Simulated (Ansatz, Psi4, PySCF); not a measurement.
C3H3, doublet, geometry from GFN2-xTB. Base run: WB97X/STO-3G (PySCF).

Geometry (Å):
```xyz
6

C      0.0014    -0.0190     0.1092
C      0.0168    -0.2280     1.3104
C     -0.0157     0.2127    -1.2226
H      0.0301    -0.4077     2.3431
H      0.8998     0.2463    -1.7848
H     -0.9452     0.3670    -1.7401
```
Charge 0, spin multiplicity 2.
Orbitals are unrestricted.
All else is at PySCF's defaults.

The same geometry, method and basis name were run in Ansatz (a program for electronic structure) and Psi4 and PySCF, at each program's defaults and at the settings that a row names. The base is PySCF at its defaults. Differences at the defaults can come from grids, fitting, cores and function types together.

```json
[
 {"code and settings": "PySCF, defaults (exact integrals, its default grid, spherical functions)", "ΔE vs base (mEh)": "0.000", "basis functions": "18", "E (Eh)": "-114.52816", "SCF cycles": "12", "dipole (D)": "0.02"},
 {"code and settings": "Psi4, defaults (density fitting with its default set, its default grid, spherical functions)", "ΔE vs base (mEh)": "-0.823", "basis functions": "18", "E (Eh)": "-114.52898", "SCF cycles": "11", "dipole (D)": "0.02"},
 {"code and settings": "Ansatz, defaults (factorised integrals, its default grid, spherical functions)", "ΔE vs base (mEh)": "0.002", "basis functions": "18", "E (Eh)": "-114.52816", "SCF cycles": "-", "dipole (D)": "-"},
 {"code and settings": "PySCF, density fitting with def2-universal-jkfit", "ΔE vs base (mEh)": "-0.819", "basis functions": "18", "E (Eh)": "-114.52898", "SCF cycles": "12", "dipole (D)": "0.02"},
 {"code and settings": "PySCF, fine grid", "ΔE vs base (mEh)": "0.001", "basis functions": "18", "E (Eh)": "-114.52816", "SCF cycles": "12", "dipole (D)": "0.02"},
 {"code and settings": "Psi4, exact integrals, spherical functions, fine grid", "ΔE vs base (mEh)": "0.002", "basis functions": "18", "E (Eh)": "-114.52816", "SCF cycles": "14", "dipole (D)": "0.02"},
 {"code and settings": "Ansatz, high accuracy", "ΔE vs base (mEh)": "0.001", "basis functions": "18", "E (Eh)": "-114.52816", "SCF cycles": "-", "dipole (D)": "-"}
]
```

Open shells are given as the SCF converged; they aren't shown to be the lowest states, and a large step between rows can be another state.
